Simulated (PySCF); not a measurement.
AlGeH$_{2}$NO (calculated)

All values are calculated (PySCF 2.14.0). Calculation on a computer-drawn molecule: optimised geometry and harmonic frequencies of an isolated molecule of the commonest isotopes, restricted reference for singlets and unrestricted otherwise, frozen core in MP2; on germanium a core potential holds 10 electrons, which the energies leave out, and 3d is frozen in MP2 and coupled-cluster steps.

Common to all runs: charge 0; multiplicity 1; basis cc-pV(D+d)Z; basis and core potential on germanium cc-pVDZ-PP ECP10MDF.

(1) AlGeH$_{2}$NO

Start structure:
```xyz
6
AlGeH2NO
N      1.4664     2.3516    -0.9174
Al     1.5029     1.0062    -1.8909
O      1.4964    -0.3041    -2.9285
Ge     1.4315    -1.8145    -4.0610
H      0.9161     2.2293    -0.0887
H      0.2693    -2.5635    -3.0776
```

Here we set method HF.

The calculation gives: rotational constants 202, 1.08, 1.074 GHz; total energy -665.7759 hartree; convergence status largest gradient component 2.805e-05 hartree/bohr.

Drawn bonds:
| atom | other atom | order |
| --- | --- | --- |
| 1 | 2 | 2 |
| 2 | 3 | 1 |
| 3 | 4 | 1 |
| 1 | 5 | 1 |
| 4 | 6 | 1 |

Optimised structure:
```xyz
6
AlGeH2NO
N      1.2792     2.0639    -0.7791
Al     1.3262     0.8523    -1.8036
O      1.3902    -0.4013    -2.8808
Ge     1.4607    -1.7555    -4.0521
H      1.2420     2.8163    -0.1384
H      0.3843    -2.6707    -3.3100
```

Modes:
| frequency (cm⁻¹) | reduced mass (dalton) |
| --- | --- |
| 39.74 | 7.614 |
| 61.16 | 10.58 |
| 185.4 | 8.979 |
| 201.7 | 8.889 |
| 381.3 | 17.66 |
| 404.3 | 1.161 |
| 417.9 | 1.177 |
| 840 | 1.111 |
| 1008 | 9.575 |
| 1323 | 11.06 |
| 1956 | 1.023 |
| 4014 | 1.087 |

(2) AlGeH$_{2}$NO

Start structure:
```xyz
6
AlGeH2NO
N      1.2792     2.0639    -0.7791
Al     1.3262     0.8523    -1.8036
O      1.3902    -0.4013    -2.8808
Ge     1.4607    -1.7555    -4.0521
H      1.2420     2.8163    -0.1384
H      0.3843    -2.6707    -3.3100
```

Settings of this run: method MP2.

Results for AlGeH$_{2}$NO: rotational constants 33.09, 1.159, 1.12 GHz; total energy -666.2697 hartree; convergence status largest gradient component 1.544e-05 hartree/bohr.

Drawn bonds:
| atom | other atom | order |
| --- | --- | --- |
| 1 | 2 | 2 |
| 2 | 3 | 1 |
| 3 | 4 | 1 |
| 1 | 5 | 1 |
| 4 | 6 | 1 |

Optimised structure:
```xyz
6
AlGeH2NO
N      1.5901     2.3219    -1.0702
Al     1.0991     0.7658    -1.5211
O      0.9582    -0.6145    -2.5013
Ge     1.5443    -1.5517    -3.9516
H      1.3472     2.7682    -0.1800
H      0.5437    -2.7848    -3.7397
```

Modes:
| frequency (cm⁻¹) | reduced mass (dalton) |
| --- | --- |
| 21.06 | 3.438 |
| 45.91 | 8.908 |
| 102.3 | 1.197 |
| 207.3 | 8.183 |
| 325.4 | 1.349 |
| 420.5 | 13.49 |
| 517.3 | 1.29 |
| 774.3 | 1.18 |
| 879.2 | 4.72 |
| 1088 | 9.437 |
| 1922 | 1.022 |
| 3589 | 1.078 |
